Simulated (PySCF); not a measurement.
# TcI₂: breathing scan

These are results of UB3LYP/[Tc def2-SVP with ECP28, I def2-SVP with ECP28], scalar-relativistic core potentials, density fitting, no spin–orbit coupling, PySCF, not measurements.

Rigid scan from the sextet minimum (Tc–I 2.647 Å (×2); I–Tc–I 180.0°). Coordinate: all bonds to the central atom scaled together. Energies in kJ/mol from the minimum.

```json
{"scale of all bonds to the centre": "0.88", "E (kJ/mol)": "156.8", "⟨S²⟩": "8.76"}
{"scale of all bonds to the centre": "0.92", "E (kJ/mol)": "59.7", "⟨S²⟩": "8.76"}
{"scale of all bonds to the centre": "0.96", "E (kJ/mol)": "12.9", "⟨S²⟩": "8.76"}
{"scale of all bonds to the centre": "1.00", "E (kJ/mol)": "0.0", "⟨S²⟩": "8.76"}
{"scale of all bonds to the centre": "1.04", "E (kJ/mol)": "9.8", "⟨S²⟩": "8.77"}
{"scale of all bonds to the centre": "1.08", "E (kJ/mol)": "34.4", "⟨S²⟩": "8.77"}
{"scale of all bonds to the centre": "1.14", "E (kJ/mol)": "87.6", "⟨S²⟩": "8.77"}
{"scale of all bonds to the centre": "1.22", "E (kJ/mol)": "171.7", "⟨S²⟩": "8.79"}
{"scale of all bonds to the centre": "1.35", "E (kJ/mol)": "306.8", "⟨S²⟩": "8.84"}
```

Other spin states or occupations of the open shell can lie lower. No spin–orbit coupling is included, which matters more the heavier the element.

Other isomers or separated fragments may lie lower.
